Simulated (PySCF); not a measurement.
## `InChI=1S/C6H11NO/c1-3-4-6(2)7-5-8/h3,5-6H,1,4H2,2H3,(H,7,8)/t6-/m1/s1`

Cartesian coordinates in Å; atom numbers follow the order of the lines, from 1:
```xyz
19

C     2.3677   -0.9572    0.1499
C     1.7722    0.1127   -0.3453
C     0.7874    0.9476    0.4125
C    -0.6689    0.6102    0.0351
C    -0.9697    0.8836   -1.4374
N    -0.9497   -0.7742    0.3593
C    -1.9377   -1.1442    1.1901
O    -2.7101   -0.3984    1.7385
H     2.1972   -1.2804    1.1646
H     3.0610   -1.5464   -0.4265
H     1.9698    0.4197   -1.3636
H     0.9594    2.0047    0.2042
H     0.9094    0.7808    1.4843
H    -1.3459    1.2025    0.6596
H    -0.3704    0.2429   -2.0800
H    -0.7558    1.9219   -1.6765
H    -2.0199    0.6902   -1.6411
H    -0.3298   -1.4635   -0.0371
H    -1.9759   -2.2431    1.3199
```

Computed with PySCF 2.14.0, GIAO HF/pcSseg-1 magnetisability, rotational g tensor and spin-rotation constants, non-relativistic, gas phase. Geometry: GFN2-xTB.

Task: What are the magnetisability and the molar susceptibility?

Result: Isotropic -1255 × 10⁻³⁰ J/T², or -75.6 × 10⁻⁶ cm³/mol; principal values -1408, -1230, -1127 × 10⁻³⁰ J/T², anisotropy 246 × 10⁻³⁰ J/T² (root of half the summed squared differences of the principal values). The susceptibility is in cgs units.

Task: Split it along the inertial axes a, b, c into diamagnetic and paramagnetic parts about the centre of mass, with the quadrupole moment.

Result: 
| axis | χ (10⁻⁶ cm³/mol) | diamagnetic (10⁻⁶ cm³/mol) | paramagnetic (10⁻⁶ cm³/mol) | summed x² of all electrons (Å²) | quadrupole Θ (D Å) |
| --- | --- | --- | --- | --- | --- |
| a | -74.4 | -513.9 | 439.5 | 204.4 | -15.52 |
| b | -75.0 | -1022.2 | 947.2 | 84.6 | +10.20 |
| c | -77.3 | -1225.8 | 1148.5 | 36.6 | +5.33 |

Anisotropies 2χaa − χbb − χcc = +3.5 and 2χbb − χaa − χcc = +1.7 × 10⁻⁶ cm³/mol. Θ is traceless in Buckingham's convention.

Task: And the rotational g tensor?

Result: 
```csv
axis,rotational constant (GHz),g,nuclear part,electronic part
a,3.1629,-0.0149,0.6381,-0.6530
b,1.2949,-0.0149,0.5613,-0.5762
c,1.0732,-0.0098,0.5693,-0.5791
```
Asymmetric top; isotopes 12C, 1H, 14N, 16O; no vibrational averaging.
